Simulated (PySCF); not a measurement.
2-fluoropyrimidine, C4H3FN2.
Atom-mapped SMILES: `[F:1][c:2]1[n:3][cH:4][cH:5][cH:6][n:7]1` (hydrogens: H8 on C4; H9 on C5; H10 on C6)

The closed-shell ground state was solved at several levels (PySCF, density fitting, gas phase, non-relativistic). Geometry: PBE0-D3(BJ)/def2-TZVP; no solvent, vibrations or thermal averaging.

| level | basis functions | HOMO (eV) | LUMO (eV) | gap (eV) | dipole (D) |
| --- | --- | --- | --- | --- | --- |
| KT3/pcSseg-2 | 294 | -6.56 | -2.56 | 4.00 | 3.63 |
| wB97X-D/pcSseg-2 | 294 | -9.87 | 0.08 | 9.95 | 3.94 |
| PBE0/pcSseg-2 | 294 | -7.96 | -1.71 | 6.25 | 3.89 |

Problem. Estimate the row for B97-2/pcSseg-2, a basis of 294 functions; the other rows only guide the guess.

Solution. HOMO -7.68 eV, LUMO -1.75 eV, gap 5.93 eV, dipole 3.86 D.

Problem. Over all these levels, which gives the widest orbital gap and which the narrowest?

Solution. wB97X-D/pcSseg-2 (range-separated hybrid) has the widest, 9.95 eV, and KT3/pcSseg-2 (GGA) the narrowest, 4.00 eV. From the narrowest to the widest the HOMO moves by -3.31 eV and the LUMO by +2.64 eV.

Problem. In the pcSseg-2 basis, how does the gap go with the fixed share of exact exchange?

Solution. KT3 (0 %) 4.00 eV; B97-2 (21 %) 5.93 eV; PBE0 (25 %) 6.25 eV. Each rise in the share widens the gap here.

Problem. How far do the dipole and the HOMO energy spread over the levels?

Solution. The dipole runs from 3.63 to 3.94 D (mean 3.83 D) and the HOMO from -9.87 to -6.56 eV.
